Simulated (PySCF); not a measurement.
**Vertical excitation energies**

Compound: C2H11GeNSi.
SMILES: `C[SiH](C)[NH][GeH3]`

The calculation used TDDFT PBE0/def2-SVPD, vertical, gas phase, core orbitals frozen in the response (PySCF). One conformer (not necessarily the lowest) at the PBE0-D3(BJ)/def2-SVP geometry, without solvent, vibrations or thermal averaging. The PBE0/def2-SVPD calculation is non-relativistic and has no spin–orbit coupling, an omission that weighs most on germanium. Torsions of this conformer, `[CH3:1][SiH:2]([CH3:3])[NH:4][GeH3:5]`: C1–Si2–N4–Ge5 -146°.

Question: List the vertical singlet excitations with oscillator strengths and describe the spectrum.

Answer: 

| state | E (eV) | E (kJ/mol) | λ (nm) | f | \|μ\| (D) | main configurations (H = HOMO, L = LUMO) |
| --- | --- | --- | --- | --- | --- | --- |
| S1 | 5.92 | 571 | 209.5 | 0.0071 | 0.56 | H→L (90%) |
| S2 | 6.33 | 611 | 195.9 | 0.022 | 0.95 | H→L+1 (90%) |
| S3 | 6.98 | 673 | 177.7 | 0.055 | 1.44 | H→L+2 (84%) |
| S4 | 7.03 | 679 | 176.3 | 0.013 | 0.71 | H→L+3 (88%) |
| S5 | 7.21 | 695 | 172.1 | 0.026 | 0.97 | H→L+4 (82%) |
| S6 | 7.44 | 718 | 166.6 | 0.010 | 0.61 | H→L+5 (89%) |

The lowest singlet lies at 5.92 eV (210 nm, ultraviolet) and is weak; its leading configuration is HOMO→LUMO (90%). The most intense listed level is S3 at 6.98 eV (178 nm, f = 0.055), 1.06 eV above S1. Löwdin shares by element: HOMO nitrogen 54%, silicon 11%, germanium 9%, hydrogen 8% or more (atoms not listed hold the other 19%); LUMO germanium 31%, hydrogen 19% or more, silicon 12% (atoms not listed hold the other 38%). Of the 6 states listed, 5 reach f = 0.01 and none stays under 0.0005. The listed states span 1.52 eV, and the widest gap between neighbours is 0.65 eV (S2 to S3). Weighted by f, the mean energy of these states is 6.90 eV. The window holds the lowest 6 singlets.

Time: 38 s. Hardware: one thread, Arm Neoverse V1, on a shared host.
